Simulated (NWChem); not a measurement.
System: C₄H₄ClF; SMILES C(/C(=C/Cl)F)=C

```xyz
10

C      0.0037     2.9169     0.0000
C     -0.6822     1.7523     0.0000
C     -0.0534     0.4431     0.0000
F      1.2904     0.4334     0.0000
C     -0.7392    -0.7296     0.0000
Cl     0.0301    -2.2688     0.0000
H      1.1039     2.9254     0.0000
H     -0.5193     3.8838     0.0000
H     -1.7843     1.7478     0.0000
H     -1.8375    -0.7383     0.0000
```
Atoms are numbered in this order, from 1.

Level: PBE-D3(BJ)/def2-SVP (NWChem), optimised geometry, unscaled harmonic frequencies. 

List the harmonic frequencies with IR intensities, and the thermochemistry.


| frequency (cm⁻¹) | IR intensity (km/mol) |
|---|---|
| 111 | 0.1 |
| 162 | 0.5 |
| 248 | 0.1 |
| 266 | 0.2 |
| 403 | 5.1 |
| 501 | 0.8 |
| 619 | 8.2 |
| 700 | 0.6 |
| 756 | 33.9 |
| 832 | 30.0 |
| 890 | 34.2 |
| 897 | 51.5 |
| 973 | 15.4 |
| 1006 | 20.1 |
| 1153 | 13.1 |
| 1262 | 5.6 |
| 1319 | 41.4 |
| 1392 | 12.4 |
| 1615 | 29.0 |
| 1664 | 21.4 |
| 3094 | 0.3 |
| 3112 | 2.3 |
| 3163 | 11.7 |
| 3200 | 1.3 |

```json
{
  "zero_point_energy": "41.9 kcal/mol",
  "thermal correction to the enthalpy at 298.15 K (with zero-point energy)": "46.5 kcal/mol",
  "heat capacity Cv": "21.7 cal/(mol K)",
  "entropy at 298.15 K and 1 atm (symmetry number 1)": "79.7 cal/(mol K)",
  "dipole_moment": "1.84 D"
}
```

Rigid rotor and harmonic oscillator.
